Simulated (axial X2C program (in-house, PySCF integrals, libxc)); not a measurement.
# Ionising GeBr

Computed with an in-house all-electron X2C program for linear molecules (integrals from PySCF), spin-free (one-electron X2C) or two-component (2c: spin–orbit coupling with atomic mean-field Coulomb and Gaunt terms, which also bring small scalar terms), in Dyall basis sets with cores contracted in-house; open shells are unrestricted.

Basis sets: Br dyall-cv3z, Ge dyall-cv3z. Frozen shells (counts by l): GeBr Br 3s2p1d, Ge 3s2p1d, 11 electrons correlated; GeBr⁺ Br 3s2p1d, Ge 3s2p1d, 10 electrons correlated. Coupled cluster in natural virtuals with an MP2 remainder. Where the outer core of a metal is frozen, bonds come out longer and ionisation energies lower.

```json
{"Hamiltonian": "spin-free", "level": "HF", "GeBr state": "M_S = 1/2, Λ = 1", "Re (Å)": "2.346", "ωe (cm⁻¹)": "285.9", "De (eV)": "2.23"}
{"Hamiltonian": "spin-free", "level": "PBE0", "GeBr state": "M_S = 1/2, Λ = 1", "Re (Å)": "2.321", "ωe (cm⁻¹)": "293.5", "De (eV)": "3.62"}
{"Hamiltonian": "spin-free", "level": "MP2", "GeBr state": "M_S = 1/2, Λ = 1", "Re (Å)": "2.328", "ωe (cm⁻¹)": "296.3", "De (eV)": "3.51"}
{"Hamiltonian": "spin-free", "level": "CCSD", "GeBr state": "M_S = 1/2, Λ = 1", "Re (Å)": "2.335", "ωe (cm⁻¹)": "292.9", "De (eV)": "3.28"}
{"Hamiltonian": "spin-free", "level": "CCSD(T)", "GeBr state": "M_S = 1/2, Λ = 1", "Re (Å)": "2.337", "ωe (cm⁻¹)": "291.9", "De (eV)": "3.41"}
{"Hamiltonian": "2c", "level": "HF", "GeBr state": "Ω = 1/2", "Re (Å)": "2.347", "ωe (cm⁻¹)": "285.7", "De (eV)": "n/a"}
{"Hamiltonian": "2c", "level": "PBE0", "GeBr state": "Ω = 1/2", "Re (Å)": "2.322", "ωe (cm⁻¹)": "293.1", "De (eV)": "n/a"}
{"Hamiltonian": "2c", "level": "MP2", "GeBr state": "Ω = 1/2", "Re (Å)": "2.329", "ωe (cm⁻¹)": "296.1", "De (eV)": "n/a"}
{"Hamiltonian": "2c", "level": "CCSD", "GeBr state": "Ω = 1/2", "Re (Å)": "2.335", "ωe (cm⁻¹)": "292.7", "De (eV)": "n/a"}
{"Hamiltonian": "2c", "level": "CCSD(T)", "GeBr state": "Ω = 1/2", "Re (Å)": "2.338", "ωe (cm⁻¹)": "291.7", "De (eV)": "n/a"}
```

Adiabatic ionisation energy (minimum to minimum, no zero-point term) and constants of GeBr⁺:

```json
{"Hamiltonian": "spin-free", "level": "HF", "GeBr⁺ state": "M_S = 0, Λ = 0", "IE (eV)": "6.90", "Re (Å)": "2.195", "ωe (cm⁻¹)": "378.1", "De (eV)": "2.73", "fragments": "Br + Ge+"}
{"Hamiltonian": "spin-free", "level": "PBE0", "GeBr⁺ state": "M_S = 0, Λ = 0", "IE (eV)": "7.23", "Re (Å)": "2.198", "ωe (cm⁻¹)": "368.9", "De (eV)": "4.31", "fragments": "Br + Ge+"}
{"Hamiltonian": "spin-free", "level": "MP2", "GeBr⁺ state": "M_S = 0, Λ = 0", "IE (eV)": "7.06", "Re (Å)": "2.201", "ωe (cm⁻¹)": "376.3", "De (eV)": "4.19", "fragments": "Br + Ge+"}
{"Hamiltonian": "spin-free", "level": "CCSD", "GeBr⁺ state": "M_S = 0, Λ = 0", "IE (eV)": "7.14", "Re (Å)": "2.203", "ωe (cm⁻¹)": "373.1", "De (eV)": "3.91", "fragments": "Br + Ge+"}
{"Hamiltonian": "spin-free", "level": "CCSD(T)", "GeBr⁺ state": "M_S = 0, Λ = 0", "IE (eV)": "7.12", "Re (Å)": "2.210", "ωe (cm⁻¹)": "366.9", "De (eV)": "4.10", "fragments": "Br + Ge+"}
{"Hamiltonian": "2c", "level": "HF", "GeBr⁺ state": "Ω = 0", "IE (eV)": "6.96", "Re (Å)": "2.196", "ωe (cm⁻¹)": "377.3", "De (eV)": "n/a", "fragments": "Br + Ge+"}
{"Hamiltonian": "2c", "level": "PBE0", "GeBr⁺ state": "Ω = 0", "IE (eV)": "7.30", "Re (Å)": "2.200", "ωe (cm⁻¹)": "368.0", "De (eV)": "n/a", "fragments": "Br + Ge+"}
{"Hamiltonian": "2c", "level": "MP2", "GeBr⁺ state": "Ω = 0", "IE (eV)": "7.13", "Re (Å)": "2.203", "ωe (cm⁻¹)": "375.5", "De (eV)": "3.94", "fragments": "Br + Ge+"}
{"Hamiltonian": "2c", "level": "CCSD", "GeBr⁺ state": "Ω = 0", "IE (eV)": "7.20", "Re (Å)": "2.205", "ωe (cm⁻¹)": "372.2", "De (eV)": "3.65", "fragments": "Br + Ge+"}
{"Hamiltonian": "2c", "level": "CCSD(T)", "GeBr⁺ state": "Ω = 0", "IE (eV)": "7.18", "Re (Å)": "2.212", "ωe (cm⁻¹)": "366.1", "De (eV)": "3.84", "fragments": "Br + Ge+"}
```

Q: Add the zero-point terms to the ionisation energy at CCSD(T), 2c, and say whether the electron removed was bonding.

A: IE0 = IE + (ωe⁺ − ωe)/2 = 7.18 + (0.005) = 7.18 eV. Re changes by -0.126 Å, so the bond shortens, as on loss of an antibonding or a polarising non-bonding electron.

Each entry is the lowest single determinant of a limited PBE0 search at one distance. De goes to single-determinant-based atoms at the same level (for ions the charge split of lowest energy) and is withheld (n/a) where an atom does not fit its ground term or J level. Main or longest-lived isotopes. The functionals have no current term, which raises determinants with orbital currents.
